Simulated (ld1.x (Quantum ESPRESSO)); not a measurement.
## Before and after: TM potential for K (Z = 19)

potassium (K), norm-conserving Troullier–Martins (Kleinman–Bylander form), made with ld1.x (Quantum ESPRESSO) 7.5 (LDA (PZ), scalar-relativistic). Core [Ne], reference 3s2 3p6 3d0 4s0 4p1. Waves: 3s (bound): rc 2.00 bohr; 3d (bound, empty): rc 4.20 bohr; 3p (bound): rc 1.80 bohr. Local part: the p channel. Core correction: none.

Occupied shells without a wave of their own: 4p. They enter only through the test configuration that unscreens the potential.

Change: core correction a·sin(br)/r model core inside 1.30 bohr (4p counted twice).

Cutoffs: the cutoffs (Ry, on a coarse ladder) from which the occupation-weighted sum of valence levels, in a spherical-Bessel basis at the reference potential, stays within 10 and 1 mRy of its value at 400 Ry; they do not see the model core or the augmentation charge, which bear on the density cutoff. Errors are all-electron minus pseudo energies relative to the spin-unpolarised reference configuration.

How do hardness, ghosts and transferability respond?

The potential gets neither clearly harder nor softer (25 Ry and 45 Ry → 25 Ry and 45 Ry); of the 9 tests that both files solve, the error grows in 3 and shrinks in 6 by more than 15 % and 0.3 meV (median size 57.1 → 35.2 meV); neither file shows a bound ghost. In the changed file ld1.x takes every shell without a wave as core, so the model core holds the 4p electrons as well and exchange and correlation see them twice. This cancels in the reference configuration, but the file is broken for other ones, and its errors say nothing about a proper core correction. A model core, the more so a compact one, raises the density cutoff, which this test does not measure.

| quantity | base | changed |
| --- | --- | --- |
| cutoff, loose | 25 Ry | 25 Ry |
| cutoff, tight | 45 Ry | 45 Ry |
| bound ghosts | none | none |
| error for 3s2 3p6 3d0 4s1 4p0, meV [ΔE -1.63 eV] | +88 | +47 |
| error for 3s2 3p6 3d0 4s0 4p0, meV [ΔE 2.78 eV] | -6.4 | -247 |
| error for 3s2 3p6 3d0 4s0.5 4p0, meV [ΔE 0.08 eV] | +57 | -26 |
| error for 3s2 3p6 3d0.5 4s0.5 4p0, meV [ΔE -0.38 eV] | +50 | +30 |
| error for 3s2 3p5 3d0 4s1 4p0, meV [ΔE 23.33 eV] | +325 | +208 |
| error for 3s2 3p6 3d1 4s0 4p0, meV [ΔE 0.88 eV] | +2.0 | -23 |
| error for 3s1 3p6 3d0 4s1 4p0, meV [ΔE 40.20 eV] | +255 | +136 |
| error for 3s2 3p6 3d0 4s0 4p1 (spin-polarised), meV [ΔE -0.10 eV] | +0.1 | -35 |
| error for 3s2 3p6 3d0 4s1 4p0 (spin-polarised), meV [ΔE -1.77 eV] | +89 | +7.7 |
| s: phases at 4.54 bohr within 0.05 rad from the reference energy up to (Ry; the scan ends near 5) | -0.4 | -0.4 |
| p: phases at 4.54 bohr within 0.05 rad from the reference energy up to (Ry; the scan ends near 5) | 1.7 | 1.7 |
| d: phases at 4.54 bohr within 0.05 rad from the reference energy up to (Ry; the scan ends near 5) | 0.4 | 0.4 |

Base: The 4p level has no wave, so the channel is fitted at the deeper level alone: the likely source of the large errors.
